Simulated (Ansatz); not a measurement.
Reaction (formal exchange of groups at the Al–C bond): `[BH2][AlH][CH2]OC` + hydrogen peroxide → `[BH2][AlH][OH]` + `COCO`

Program: Ansatz. Geometries: PBE0-D4/def2-TZVP. ΔE: electronic, gas phase. CBS: MP2 limit from def2 TZ/QZ plus the TZ coupled-cluster correction, frozen cores. This one scheme is used for every species. Functionals use def2-TZVPP. B3LYP here is the variant with VWN-RPA as its local correlation; programs differ in this. One conformer a species, not always the lowest.

`[BH2][AlH][CH2]OC`:

```xyz
13

B    -1.575   -0.765    0.716
Al   -1.161    1.176    0.047
C     0.704    1.230   -0.686
O     1.179   -0.065   -1.057
C     1.064   -1.007   -0.065
H    -2.042   -1.618    0.010
H    -1.359   -1.100    1.849
H    -1.995    2.532    0.086
H     1.393    1.676    0.054
H     0.790    1.848   -1.583
H     1.533   -1.933   -0.401
H    -0.019   -1.284    0.135
H     1.490   -0.690    0.895
```

`OO`:

Z-matrix (Å, degrees):
```
O
O 1 1.426
H 1 0.965 2 101.1
H 2 0.965 1 101.1 3 113.4
```

`[BH2][AlH][OH]`:

```xyz
7

B     0.997    0.917   -0.717
Al   -0.638   -0.151    0.112
O    -0.250   -1.446    1.147
H     1.500    0.620   -1.765
H     1.479    1.878   -0.187
H    -2.176    0.171   -0.162
H    -0.912   -1.989    1.572
```

`COCO`:

Cartesian coordinates in Å:
```
C -0.737 0.876 -0.699
O -0.618 -0.490 -0.370
C 0.226 -0.725 0.710
O 1.568 -0.444 0.441
H -1.427 0.945 -1.540
H -1.144 1.448 0.146
H 0.226 1.308 -0.983
H 0.076 -1.777 0.973
H -0.038 -0.086 1.562
H 1.868 -1.055 -0.240
```

| level | ΔE (kJ/mol) | difference from CCSD(T)/CBS |
| --- | --- | --- |
| PBE-D4 | -403.8 | 61.4 |
| r2SCAN-D4 | -436.8 | 28.4 |
| PBE0-D4 | -434.8 | 30.4 |
| B3LYP-D4 | -445.0 | 20.2 |
| ωB97X-V | -454.5 | 10.7 |
| ωB97M-V | -452.6 | 12.6 |
| B2PLYP | -466.2 | -1.0 |
| PBE | -409.3 | 55.9 |
| r2SCAN | -438.3 | 26.9 |
| PBE0 | -439.8 | 25.4 |
| B3LYP | -453.9 | 11.3 |
| MP2/def2-TZVPP | -482.5 | -17.3 |
| CCSD(T)/def2-TZVPP | -461.8 | 3.4 |
| SCS-MP2/def2-QZVPP | -484.7 | -19.5 |
| HF/CBS(def2) | -531.8 | -66.6 |
| CCSD/CBS(def2) | -477.6 | -12.4 |
| CCSD(T)/CBS | -465.2 | 0 |

Largest T1 diagnostic among the species: 0.014.

The D4 term adds +9.0 kJ/mol with B3LYP and +4.9 kJ/mol with PBE0; it sums over pairs of atoms, weighted by their polarisabilities, and B3LYP, whose exchange is more repulsive, gets the larger term. In def2-TZVPP, CCSD(T) changes the Hartree–Fock value by +67.3 kJ/mol (the triples alone add +12.3 kJ/mol) and MP2 by +46.6 kJ/mol. From PBE to PBE0 (25 % exact exchange), in def2-TZVPP and without D4, ΔE moves by −30.4 kJ/mol.
